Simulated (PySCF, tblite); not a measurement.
Isomers of C6H11OP. Method: GFN2-xTB as coded in tblite; computed harmonic values from a numerical Hessian at the method's own geometry, unscaled. Errors from tens to a few hundred cm⁻¹ against measured bands are possible. Modes of hydrogen on phosphorus can be 10 to 20 % off. One conformer each.

Electronic energies: PBE0/pcSseg-1 single points on the GFN2-xTB geometries (PySCF, gas phase).

```csv
SMILES,"electronic energy, lowest = 0 (kcal/mol)"
CC(C)(C)CP=C=O,1.8
C=C[P@@]1(=O)CC[C@H]1C,0.0
CC#C[P@H](=O)C(C)C,18.7
```

Question: How do GFN2-xTB zero-point energies change the relative energies?

Answer: 
| SMILES | ZPE (kcal/mol) | of it from modes above 1550 cm⁻¹ | electronic (kcal/mol) | with ZPE, lowest = 0 (kcal/mol) | lowest mode (cm⁻¹) | rings |
| --- | --- | --- | --- | --- | --- | --- |
| C=C[P@@]1(=O)CC[C@H]1C | 97.7 | 49.9 | 0.0 | 0.0 | 71 | 1 |
| CC(C)(C)CP=C=O | 98.4 | 50.4 | 1.8 | 2.5 | 24 | 0 |
| CC#C[P@H](=O)C(C)C | 95.8 | 49.5 | 18.7 | 16.8 | 29 | 0 |

The zero-point energies span 2.6 kcal/mol, from `CC#C[P@H](=O)C(C)C` to `CC(C)(C)CP=C=O`. The order is unchanged.

Question: And how do the electronic energies of GFN2-xTB itself compare?

Answer: `C=C[P@@]1(=O)CC[C@H]1C` 0.0; `CC(C)(C)CP=C=O` 24.7; `CC#C[P@H](=O)C(C)C` 7.6 kcal/mol, lowest = 0. Against the energies above, taken from the same isomer `C=C[P@@]1(=O)CC[C@H]1C`, the largest difference is 22.9 kcal/mol.
